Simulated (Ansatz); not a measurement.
Input for Ansatz (a program for electronic structure): U-wB97M-V/def2-TZVPP on NO (SMILES [N]=O).

Ansatz 0.2 input:
```yaml
crystal:
  periodic: [false, false, false]
  atoms:
    - {symbol: N, position_ang: [-0.00000000, 0.00000000, -0.57246203]}
    - {symbol: O, position_ang: [0.00000000, -0.00000000, 0.57246203]}
basis:
  gaussian:
    orbitals: def2-TZVPP
hamiltonian:
  xc: {name: wB97M-V}
magnetization: {spin_polarized: true, initial_magnetization: 1}
```

The log:

```
WARN ansatz: RAYON_NUM_THREADS=1 ignored (pool sized by the plan → 1); use --threads N
Functional definition: wB97M-V
integrals: 0.01 GiB planned
306 factors; their error is unknown
integrals: 0.04 GiB planned
57 factors; integrals over basis functions are off by at most 1.2e-4 eV
mean field: 0.19 GiB planned
mean field evaluation 1: about -3534.7600 eV, gradient 1.2e1 eV
mean field evaluation 2: about -3534.8596 eV, gradient 1.1e1 eV
mean field evaluation 4: about -3535.1899 eV, gradient 4.2e-1 eV
mean field evaluation 8: about -3535.1995 eV, gradient 3.8e-2 eV
mean field evaluation 16: about -3535.1995 eV, gradient 5.6e-5 eV
mean field -3535.19952596 eV, -129.9161863348 hartree, gradient 5.6e-5 eV, S^2 0.752562; 0 other end points of the search recorded, 0 dependent functions left out
reference -3535.19954425 eV, -129.9161870067 hartree; 8, 7 occupied and 54, 55 virtual orbitals, 306 factors
Total energy: -3535.19954425 eV, -129.9161870067 hartree
```

Self-consistency was reached.

Cost: very roughly 2.5 core-seconds.
